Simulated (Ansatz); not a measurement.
One change: `CN[BH][GeH3]` becomes `CNBCBr`.

Ansatz, PBE0-D4/def2-TZVP geometries, multiplicity 1. Each molecule was computed in one conformer, which needn't be the lowest.

Scalar relativity is left out up to krypton.

```csv
property,`CN[BH][GeH3]`
HOMO energy (ωB97M-V/def2-TZVPP) / eV,-9.89
LUMO energy (PBE0/def2-TZVPP) / eV,-0.39
HOMO–LUMO gap (PBE0/def2-TZVPP) / eV,7.35
HOMO energy (PBE0/def2-TZVPP) / eV,-7.74
HOMO–LUMO gap (ωB97M-V/def2-TZVPP) / eV,11.39
HOMO–LUMO gap (B3LYP/def2-TZVPP) / eV,6.96
```

Give the same properties after the change, and the shifts. (Best estimate.)

The calculation gave: 
```csv
property,`CNBCBr`,shift
HOMO energy (ωB97M-V/def2-TZVPP) / eV,-9.70,0.19
LUMO energy (PBE0/def2-TZVPP) / eV,-0.58,-0.19
HOMO–LUMO gap (PBE0/def2-TZVPP) / eV,6.88,-0.47
HOMO energy (PBE0/def2-TZVPP) / eV,-7.46,0.28
HOMO–LUMO gap (ωB97M-V/def2-TZVPP) / eV,11.05,-0.34
HOMO–LUMO gap (B3LYP/def2-TZVPP) / eV,6.40,-0.56
```

With PBE0 the HOMO rises by 0.28 eV and the LUMO falls by 0.19 eV, so the gap narrows by about 0.47 eV. PBE moves the HOMO by 0.36 eV and ωB97M-V by 0.19 eV.

B3LYP here is the variant with VWN-RPA as its local correlation; programs differ in this.

Spin–orbit coupling is left out; it splits and shifts lone-pair levels of the heavy atoms by tenths of an eV.
